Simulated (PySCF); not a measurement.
## What binds HgBr: the parts of the energy along the bond

State: ²Σ⁺, doublet, unpaired electrons σ ↑. ROHF-based CCSD(T) in PySCF 2.14 with Hg aug-cc-pVDZ-PP with ECP60, Br aug-cc-pVDZ-PP with ECP10 and Hg aug-cc-pVTZ-PP with ECP60, Br aug-cc-pVTZ-PP with ECP10 (frozen core orbitals: 13; scalar-relativistic core potentials). Correlation energies are extrapolated as n⁻³ (n = 2, 3), Hartree–Fock as (n+1)·exp(−9√n). All energies in eV from Hg + Br.

| R (Å) | HF/CBS | CCSD corr. | (T) | total |
| --- | --- | --- | --- | --- |
| 2.2679 | -0.076 | -0.200 | -0.0545 | -0.331 |
| 2.3710 | -0.380 | -0.162 | -0.0553 | -0.598 |
| 2.4741 | -0.505 | -0.143 | -0.0580 | -0.706 |
| 2.5772 | -0.511 | -0.142 | -0.0623 | -0.715 |
| 2.6802 | -0.438 | -0.159 | -0.0676 | -0.665 |
| 2.8091 | -0.282 | -0.206 | -0.0743 | -0.562 |
| 2.9380 | -0.093 | -0.281 | -0.0775 | -0.452 |

A fit to the total gives Re = 2.5350 Å, De = 0.721 eV, ωe = 181.0 cm⁻¹, Be = 0.04623 cm⁻¹ (masses 201.9706 and 78.9183 u).

Problem. At R = 2.5772 Å the CCSD correlation energy is -0.472092 hartree in the smaller basis and -0.584129 in the larger. Extrapolate it.

Solution. (3³·E3 − 2³·E2)/(3³ − 2³) = -0.63130 hartree; the larger basis holds 92.5 % of it.

The T1 diagnostic is 0.040, large enough to doubt a single reference. The state was picked by a PBE0 search and need not be the measured ground state. Spin–orbit coupling, excitations beyond (T) and corrections to the Born–Oppenheimer picture are left out, and spin–orbit coupling matters for open p, d or f shells this heavy.
